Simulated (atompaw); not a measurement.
## u(r) = r·R(r): atom against pseudo-atom (C)

Columns: radius, all-electron u(r) and pseudo u(r) of the 2s shell (level -13.65 eV) of carbon in the configuration [He] 2s2 2p2; PBEsol, scalar-relativistic, PAW (atompaw) scheme, atompaw 4.2.0.5.

| r (bohr) | all-electron | pseudo |
| --- | --- | --- |
| 0.113 | -0.3418 | 0.0897 |
| 0.227 | -0.2777 | 0.1784 |
| 0.340 | -0.0758 | 0.2630 |
| 0.454 | 0.1525 | 0.3434 |
| 0.567 | 0.3563 | 0.4168 |
| 0.681 | 0.5235 | 0.4832 |
| 0.794 | 0.6482 | 0.5405 |
| 0.908 | 0.7350 | 0.5887 |
| 1.021 | 0.7878 | 0.6267 |
| 1.135 | 0.8136 | 0.6548 |
| 1.248 | 0.8177 | 0.6725 |
| 1.362 | 0.8055 | 0.6805 |
| 1.475 | 0.7815 | 0.6791 |
| 1.588 | 0.7492 | 0.6693 |
| 1.702 | 0.7110 | 0.6518 |
| 1.815 | 0.6698 | 0.6281 |
| 1.929 | 0.6266 | 0.5989 |
| 2.042 | 0.5833 | 0.5661 |
| 2.156 | 0.5402 | 0.5304 |
| 2.269 | 0.4986 | 0.4936 |
| 2.383 | 0.4584 | 0.4562 |
| 2.496 | 0.4205 | 0.4197 |
| 2.610 | 0.3844 | 0.3842 |
| 2.723 | 0.3510 | 0.3509 |
| 2.837 | 0.3196 | 0.3195 |
| 2.950 | 0.2907 | 0.2907 |

How many radial nodes do the two functions have?

The all-electron 2s function has n − l − 1 = 1; the pseudo-wave has 0, since the states of the same l below it are removed with the core.

Is the pseudo-wave norm-conserving?

No, it belongs to a PAW set: the norm inside the radius is not constrained, and the difference is carried by the augmentation charge.
